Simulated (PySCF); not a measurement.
# Radial density of Ce⁴⁶⁺ (cerium, charge +46)

UHF, [Ne] 3s2, closed-shell 1S. Computed with PySCF 2.14 in an uncontracted even-tempered set (16 s from 10 bohr⁻², ratio 2.5; 10 p from 13 bohr⁻², ratio 2.5; 4 d from 48 bohr⁻², ratio 2.7; 4 f from 72 bohr⁻², ratio 2.7), with the non-relativistic Hamiltonian (point nucleus).

```
r (bohr)  4πr²ρ (e/bohr)
0.000420          0.2934
0.000706          0.8030
 0.00119           2.149
 0.00200           5.533
 0.00336           13.37
 0.00565           29.00
 0.00951           52.58
  0.0160           71.34
  0.0269           65.91
  0.0453           61.88
  0.0761           84.73
   0.128           45.57
   0.215           13.12
   0.362           4.046
   0.609         0.06445
```

A non-relativistic calculation at this Z misses sizeable relativistic shifts. Spin-orbit coupling, which splits the p, d and f shells strongly at this Z, is absent.
